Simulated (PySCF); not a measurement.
These are TPSSh-D3(BJ)/def2-TZVP // PBE-D3(BJ)/def2-SVP in PySCF values and carry that method's errors. Isolated molecules, 0 K electronic values unless said otherwise. One relaxed conformer stands for a flexible species; it need not be the lowest. 

Reference species: [Cd(NH2)(OH)] (neutral, multiplicity 1).

- coordination number = 2
- mean distance from the central atom to its bonded neighbours = 2.002 Å
- charge on the central atom (Mulliken) = 0.78 e

Changed species: [Cd(NH2)(Br)] (Y = Br; the reference has Y = OH).

Give the shifts of the coordination number, mean distance from the central atom to its bonded neighbours and charge on the central atom (Mulliken).

the coordination number hardly moves; the mean distance from the central atom to its bonded neighbours goes up by 0.229 Å, to 2.231 Å; the charge on the central atom (Mulliken) drops by 0.06 e, to 0.72 e.
